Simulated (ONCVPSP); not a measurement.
## Before and after: ONCV potential for Pb (Z = 82)

- Element: lead (Pb)
- Generator: ONCVPSP 4.0.1
- Type: optimised norm-conserving Vanderbilt (ONCV)
- Functional: PBEsol
- Relativity: scalar-relativistic
- Frozen core: [Xe] 4f14
- Valence charge: 14
- Reference configuration: 5d10 6s2 6p2
- Partial waves: 6s: rc 1.85 bohr, ncon 4, nbas 7, qcut 3 1/bohr, 1 projector; 6p: rc 2.25 bohr, ncon 4, nbas 9, qcut 3.3 1/bohr, 3 projectors, debl 1.3 Ha; 5d: rc 1.50 bohr, ncon 4, nbas 9, qcut 10.8 1/bohr, 1 projector
- Local potential: polynomial inside 1.10 bohr (lpopt 5, dvloc0 0 Ha)
- Core correction: Teter function, fcfact 4, rcfact 1.5

Change: s: qcut 2; p: qcut 2.2; d: qcut 7.3.

Cutoffs: the cutoffs (Ha) at which the residual kinetic energy of the hardest occupied pseudo-wave falls to 1 and 0.1 mHa per electron; they do not see the model core or the augmentation charge, which bear on the density cutoff. Errors are all-electron minus pseudo energies relative to the spin-unpolarised reference configuration.

**Question.** How do hardness, ghosts and transferability respond?

**Answer.** The potential gets harder (25 Ha and 30 Ha → 26 Ha and 46 Ha); both files keep a bound ghost (p, s); the number of tests with a reliable result goes from 3 to 4; of the 3 tests that both files solve, the error grows in 0 and shrinks in 1 by more than 15 % and 0.3 meV (median size 13.2 → 12.0 meV).

| quantity | base | changed |
| --- | --- | --- |
| cutoff, loose | 25 Ha | 26 Ha |
| cutoff, tight | 30 Ha | 46 Ha |
| loose cutoff by channel | s 12 Ha, p 4.8 Ha, d 25 Ha | s 26 Ha, p 9.0 Ha, d 24 Ha |
| bound ghosts | s, p | s, p |
| GHOST(+) flags under 300 eV | p at 15.4 eV, s at 24.1 eV, p at 215.9 eV | s at 22.5 eV |
| tests with a reliable result | 3 of 4 | 4 of 4 |
| error for 5d10 6s2 6p1, meV [ΔE 6.60 eV] | -3.6 | -3.6 |
| error for 5d10 6s2 6p0, meV [ΔE 20.05 eV] | -13 | -12 |
| error for 5d10 6s0 6p4, meV [ΔE 17.91 eV] | -25 | -16 |
| s: phases at 1.88 bohr within 0.05 rad from the reference energy up to (Ha; the scan ends near 5) | 0.4 | 0.3 |
| p: phases at 2.28 bohr within 0.05 rad from the reference energy up to (Ha; the scan ends near 5) | 4.3 | 4.4 |
| d: phases at 1.53 bohr within 0.05 rad from the reference energy up to (Ha; the scan ends near 5) | 3.0 | 3.1 |
| rms error of d²Exc/dni dnj with the model core, mHa | 0.24 | 0.24 |

 A true bound ghost makes a file unfit for plane-wave use even where its test errors are small: the radial tests pick states by their node count and pass the ghost by.
